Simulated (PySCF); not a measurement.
This PySCF input asks for the NMR shieldings of SMILES C[NH2+][B@-](C)(C#N)C(C)C, C₆H₁₅BN₂; the geometry comes from PBE0-D3(BJ)/def2-SVP.

```python
import basis_set_exchange as bse
import numpy as np
from pyscf import gto, dft
from pyscf.prop import nmr

atoms = """
C     2.595109    0.652109    1.140741
N     1.128554    0.577588    1.149657
B     0.379130    0.222328   -0.271452
C     0.901900   -1.217964   -0.780201
C     0.850011    1.403947   -1.235665
N     1.216526    2.281277   -1.902685
C    -1.226470    0.315367    0.021779
C    -1.735178   -0.790234    0.945343
C    -1.683133    1.687151    0.516260
H     2.901233    1.393639    0.391746
H     2.986142    0.935081    2.128225
H     3.002157   -0.323441    0.850771
H     0.809589   -0.125462    1.820415
H     0.734939    1.465611    1.471206
H     0.769534   -2.011210   -0.023107
H     0.320348   -1.527820   -1.663357
H     1.959808   -1.226752   -1.089039
H    -1.693627    0.157275   -0.967731
H    -1.292943   -0.726319    1.959045
H    -2.826828   -0.732463    1.092747
H    -1.507911   -1.794034    0.556407
H    -2.779610    1.746970    0.617886
H    -1.282731    1.926083    1.521753
H    -1.364186    2.492208   -0.163665
"""
names = dict.fromkeys(["C", "N", "B", "H"], "pcSseg-1")
basis = {el: gto.basis.parse(bse.get_basis(n, elements=[el], fmt="nwchem")) for el, n in names.items()}
mol = gto.M(atom=atoms, basis=basis, charge=0, verbose=0)
mf = dft.RKS(mol, xc="HYB_GGA_XC_WB97X_D")
mf.grids.level = 2
mf.grids.alignment = dft.numint.BLKSIZE   # the property module wants whole blocks of grid points
mf.conv_tol = 1e-9
mf.kernel()

calc = nmr.RKS(mf)   # GIAO
C = mf.mo_coeff
Co = C[:, mf.mo_occ > 0]
resp = mf.gen_response(singlet=True, hermi=2)
def vind(x):   # induced exchange potential for any number of trial vectors
    d = np.einsum("pi,xij,qj->xpq", C, 2 * x.reshape(-1, C.shape[1], Co.shape[1]), Co, optimize=True)
    return np.einsum("xpq,pi,qj->xij", resp(d - d.transpose(0, 2, 1)), C, Co, optimize=True).ravel()
mo1, _ = nmr.rhf.solve_mo1(calc, with_cphf=vind)
sigma = calc.kernel(mo1)
for i, s in enumerate(sigma):   # ppm
    w = np.linalg.eigvalsh((s + s.T) / 2)
    print("%2d %-2s iso %8.1f  s11 %8.1f  s22 %8.1f  s33 %8.1f" % (i, mol.atom_pure_symbol(i), w.mean(), *w))
```

Task: What are the results?

Result: 
```
 0 C  iso    155.2  s11    137.8  s22    143.0  s33    185.0
 1 N  iso    216.9  s11    197.7  s22    217.5  s33    235.6
 2 B  iso    116.2  s11    104.7  s22    119.1  s33    124.7
 3 C  iso    181.3  s11    175.1  s22    182.4  s33    186.4
 4 C  iso     46.1  s11    -81.2  s22    -72.7  s33    292.2
 5 N  iso    -71.5  s11   -258.0  s22   -241.9  s33    285.4
 6 C  iso    166.2  s11    160.3  s22    165.1  s33    173.1
 7 C  iso    165.5  s11    153.9  s22    158.4  s33    184.1
 8 C  iso    163.3  s11    147.6  s22    157.2  s33    185.2
 9 H  iso     28.2  s11     23.1  s22     28.0  s33     33.5
10 H  iso     29.1  s11     23.9  s22     26.6  s33     36.8
11 H  iso     28.9  s11     23.5  s22     28.6  s33     34.6
12 H  iso     29.5  s11     21.8  s22     28.8  s33     37.9
13 H  iso     28.8  s11     20.6  s22     28.2  s33     37.6
14 H  iso     31.9  s11     27.9  s22     30.5  s33     37.4
15 H  iso     31.3  s11     27.3  s22     28.7  s33     37.9
16 H  iso     31.2  s11     27.0  s22     29.6  s33     37.0
17 H  iso     30.9  s11     27.7  s22     28.5  s33     36.5
18 H  iso     31.6  s11     27.3  s22     31.0  s33     36.5
19 H  iso     30.4  s11     25.8  s22     27.6  s33     37.7
20 H  iso     30.2  s11     24.6  s22     29.7  s33     36.4
21 H  iso     30.3  s11     25.7  s22     27.5  s33     37.5
22 H  iso     31.4  s11     27.2  s22     31.0  s33     36.0
23 H  iso     29.7  s11     24.5  s22     28.7  s33     35.8
```

These numbers come from an equivalent density-fitted implementation of the same equations, which agrees with the script to about 0.01 ppm for H and up to a few tenths of a ppm for heavy atoms, so last digits may differ.

Task: Turn these shieldings into chemical shifts. References, each an isolated molecule treated in the same way: 13C (σref 184.54), 1H (σref 31.38) vs TMS; NH3 for 15N (σref 263.98); BF3·OEt2 for 11B (σref 101.61).

Result: Averaging equivalent atoms: C 4: 138.5; C 0: 29.3; C 8: 21.2; C 7: 19.1; C 6: 18.4; C 3: 3.2; N 5: 335.5; N 1: 47.1; B 2: -14.6; H 9/10/11: 2.63; H 13: 2.57; H 12: 1.90; H 21/22/23: 0.95; H 18/19/20: 0.66; H 17: 0.49; H 14/15/16: -0.09 ppm. Experimental scales use liquid or dissolved standards, which lie at an offset from isolated NH3 (liquid NH3: subtract about 20 ppm). Unscaled 15N shifts of sp2 nitrogen come out 20 to 40 ppm too high even then.

Size and cost of the density-fitted run: 228 basis functions, 88 s wall time on 1 thread of an x86-64 server CPU, shared host.
